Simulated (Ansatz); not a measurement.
`C[C](=N)[AlH2]` and `CC(=N)CBr` differ in one atom or group.

Ansatz, PBE0-D4/def2-TZVP geometries, multiplicity 1. Each molecule was computed in one conformer, which needn't be the lowest.

Scalar relativity is left out up to krypton. Spin–orbit coupling is left out; it splits and shifts lone-pair levels of the heavy atoms by tenths of an eV.

```
                                        property  `C[C](=N)[AlH2]`
             LUMO energy (B3LYP/def2-TZVPP) / eV             -2.27
            HOMO–LUMO gap (PBE0/def2-TZVPP) / eV              4.66
              HOMO energy (PBE0/def2-TZVPP) / eV             -6.71
             HOMO–LUMO gap (PBE/def2-TZVPP) / eV              2.52
size of the dipole moment (B3LYP/def2-TZVPP) / D              1.67
           LUMO energy (ωB97M-V/def2-TZVPP) / eV             -0.35
```

What does the change do to each property? (Estimate.)

The calculation gave: 
```csv
property,`CC(=N)CBr`,shift
LUMO energy (B3LYP/def2-TZVPP) / eV,-1.16,1.11
HOMO–LUMO gap (PBE0/def2-TZVPP) / eV,6.84,2.18
HOMO energy (PBE0/def2-TZVPP) / eV,-7.76,-1.05
HOMO–LUMO gap (PBE/def2-TZVPP) / eV,4.31,1.79
size of the dipole moment (B3LYP/def2-TZVPP) / D,2.48,0.81
LUMO energy (ωB97M-V/def2-TZVPP) / eV,1.25,1.60
```

With PBE0 the HOMO falls by 1.05 eV and the LUMO rises by 1.14 eV, so the gap widens by about 2.19 eV. PBE moves the HOMO by -0.88 eV and ωB97M-V by -1.11 eV. Dipoles are sizes alone; their direction can turn.

B3LYP here is the variant with VWN-RPA as its local correlation; programs differ in this.
